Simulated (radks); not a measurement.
Results of a calculation; reference values are marked as such.
These are the eigenvalues of the occupied orbitals of an atom or ion with whole-number occupations (hartree). Code: a radial shooting solver on a logarithmic mesh with Libxc functionals. Model: scalar-relativistic Kohn-Sham, exchange-only PBE, spin-polarised, spherical densities, point nucleus.

orbital  eigenvalue
1s up     -1264.968
1s down   -1264.964
2s up     -198.2974
2s down   -198.2958
2p up     -178.1066
2p down   -178.1035
3s up     -41.89209
3s down   -41.88872
3p up     -35.37245
3p down   -35.36859
3d up     -25.70560
3d down   -25.70195
4s up      -8.92302
4s down    -8.91442
4p up      -6.85660
4p down    -6.84720
4d up      -3.84333
4d down    -3.82812
5s up      -2.26445
5s down    -2.17684
5p up      -1.75737

Which element is it, and in what charge state? The configuration may be excited. Open shells, if any, are filled with parallel spins first.

Answer. Z = 54, xenon, charge +4: Xe4+ in [Kr] 4d10 5s2 5p2. The list shows which subshells hold electrons but not how many an open one holds; the 1s level, -1265 hartree, gives Z - s = 50.3 by -(Z - s)^2/2, which with screening and relativity narrows Z to a few neighbours, and the depths of the outer levels then fix element, charge and occupations together.
